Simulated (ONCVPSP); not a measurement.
**Configuration tests for K (ONCV)**

```
Element                 : potassium (K)
Generator               : ONCVPSP 4.0.1
Type                    : optimised norm-conserving Vanderbilt (ONCV)
Functional              : LDA (Perdew-Zunger)
Relativity              : scalar-relativistic
Frozen core             : [Ne]
Valence charge          : 9
Reference configuration : 3s2 3p6 4s1
Partial waves           : 3s+4s: rc 2.25 bohr, ncon 4, nbas 7, qcut 7.1 1/bohr, 2 projectors; 3p: rc 1.30 bohr, ncon 4, nbas 7, qcut 6.8 1/bohr, 2 projectors, debl 0.7 Ha; d scattering state at 0.24 Ha: rc 2.05 bohr, ncon 3, nbas 7, qcut 5.3 1/bohr, 2 projectors, debl 3.3 Ha
Local potential         : polynomial inside 1.15 bohr (lpopt 5, dvloc0 0 Ha)
Core correction         : Teter function, fcfact 1.75, rcfact 1.05
```

Energies are relative to the spin-unpolarised reference configuration 3s2 3p6 4s1; without spin polarisation the order of configurations can differ from experiment.

```tsv
valence configuration	charge	ΔE all-electron (eV)	error AE − PS (meV)
3s2 3p6 4s0	+1	4.407	-0.1
3s2 3p6 4s0.5	+0.5	1.710	0.0
3s2 3p6 4s0 4p1	0	1.630	0.0
```

(1) What are ΔE and the potential's error for 3s1 3p6 4s1?

Answers

(1) ΔE = 41.829 eV all-electron; the error (AE − PS) is -114 meV.
